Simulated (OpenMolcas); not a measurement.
## AlCNClOF (SMILES O=C=[N][Al]([F])[Cl]): the vertical energy of the triplet above the singlet, rung by rung

AlCNClOF has 6 atoms, charge 0, and is taken as a singlet. As SMILES, `O=C=[N][Al]([F])[Cl]`. The coordinates come from a PBE0-D4/def2-TZVP relaxation. This is one conformer, not always the lowest.

Each level gives the vertical energy of the triplet above the singlet (eV). The values are calculated.

```tsv
level	kind	program	value (eV)
BLYP/cc-pVDZ	GGA	OpenMolcas	5.85
PBE/cc-pVDZ	GGA	OpenMolcas	5.84
revPBE/cc-pVDZ	GGA	OpenMolcas	5.84
M06-L/cc-pVDZ	meta-GGA	OpenMolcas	6.30
TPSS/cc-pVDZ	meta-GGA	OpenMolcas	5.91
r2SCAN/cc-pVDZ	meta-GGA	OpenMolcas	6.09
BHLYP/cc-pVDZ	global hybrid	OpenMolcas	6.46
M06-2X/cc-pVDZ	hybrid meta-GGA	OpenMolcas	6.64
```

The values span 5.84 to 6.64 eV.
